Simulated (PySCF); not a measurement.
Compound: C₄H₁₁O₂Si (doublet state).
Atom-mapped SMILES: `[CH3:1][CH2:2][CH2:3][C:4]([OH:5])[O:6][SiH3:7]` (hydrogens: H8, H9, H10 on C1; H11, H12 on C2; H13, H14 on C3; H15 on O5; H16, H17, H18 on Si7)

Cartesian coordinates in Å at the GFN2-xTB level; atoms count from 1:
```xyz
18
C4H11O2Si angstrom
C     -2.7712   -0.1015   -0.0313
C     -1.2615   -0.1121   -0.2265
C     -0.5206   -0.4231    1.0908
C      0.9648   -0.4045    0.9246
O      1.5702   -1.4073    0.1793
O      1.5547    0.7869    0.7927
Si     2.8549    1.2037   -0.1082
H     -3.2738    0.1173   -0.9707
H     -3.1197   -1.0675    0.3286
H     -3.0551    0.6569    0.6947
H     -0.9273    0.8617   -0.5882
H     -0.9902   -0.8591   -0.9763
H     -0.7854    0.3300    1.8340
H     -0.8392   -1.4011    1.4633
H      1.0479   -2.2129    0.2446
H      4.0386    0.4424    0.2898
H      2.6005    0.9872   -1.5347
H      2.9034    2.6093    0.2683
```

The hyperfine couplings belong to this conformer and change with its torsions.

Computed with UKS B3LYP, pcH-1 on C H O Si, non-relativistic, mean-field spin-orbit, GIAO (PySCF 2.14.0). The structure is a single GFN2-xTB conformer in the gas phase; no vibrational or solvent corrections. The geometry wasn't refined by DFT: couplings that depend on bond lengths, twists or pyramidal angles can differ widely from those at the functional's own minimum. The SCF solution wasn't tested for stability.

Principal values of hyperfine tensors in MHz (contact, dipolar and spin–orbit terms together), for some of the nuclei:

```
atom  isotope      A1      A2      A3
  C4      13C  168.61  169.22  397.94
  C2      13C   39.16   39.43   56.07
  O6      17O  -67.95  -16.38  -14.39
 H14       1H   12.51   14.12   29.71
 H17       1H   14.59   15.14   20.18
 H13       1H    7.80    9.49   25.16
  C3      13C   10.23   10.52   20.51
 H15       1H  -20.43  -16.82    9.34
```

(1) Split each tensor into its isotropic and traceless parts, and turn a_iso into mT with g = 2.0031.

(2) What spin density at the nucleus of H17 lies behind its contact coupling (g_N = 5.58569)?

(3) O5 (17O, g_N = -0.75752) isn't in the table. Its spin density at the nucleus is 0.04357 bohr⁻³. What is its contact coupling?

(4) Name the largest traceless tensor T of the table and describe it.

(5) In a single crystal, with the field along each principal axis of the tensor of C2 in turn, what first-order splitting does this nucleus give (isotropic g, quadrupole terms neglected)?

## Answers

(1) a_iso is a third of the trace, T = A − a_iso, and a(mT) = a(MHz)/(g × 13.996).

| atom | a_iso (MHz) | a_iso (mT) | T1 | T2 | T3 |
| --- | --- | --- | --- | --- | --- |
| C4 | 245.26 | 8.748 | -76.64 | -76.04 | 152.68 |
| C2 | 44.89 | 1.601 | -5.72 | -5.46 | 11.18 |
| O6 | -32.91 | -1.174 | -35.04 | 16.53 | 18.52 |
| H14 | 18.78 | 0.670 | -6.27 | -4.66 | 10.93 |
| H17 | 16.64 | 0.593 | -2.04 | -1.50 | 3.54 |
| H13 | 14.15 | 0.505 | -6.35 | -4.66 | 11.01 |
| C3 | 13.75 | 0.490 | -3.52 | -3.23 | 6.76 |
| H15 | -9.30 | -0.332 | -11.13 | -7.51 | 18.64 |

(2) a_FC = (2μ0/3) gₑ μB g_N μN ρ(0)/(2S·h) = 800.24 MHz × g_N × ρ(0)/(2S), with ρ in bohr⁻³. With a_FC = 16.64 MHz and 2S = 1, ρ(0) = 0.003722 bohr⁻³. In magnitude that is 1.2 % of the 1/π = 0.318 of a free hydrogen atom.

(3) By the same relation, a_FC = -26.4 MHz. Its full tensor has the principal values -74.38, -3.49, -1.23 MHz.

(4) C4: -76.6, -76.0, 152.7 MHz, axial, in the ratio −1:−1:+2, the form that spin in one p orbital centred on that nucleus gives.

(5) 2 lines (I = 1/2), spaced by |A_i|/(g × 13.996): 1.40, 1.41, 2.00 mT along the axes of A1, A2 and A3.
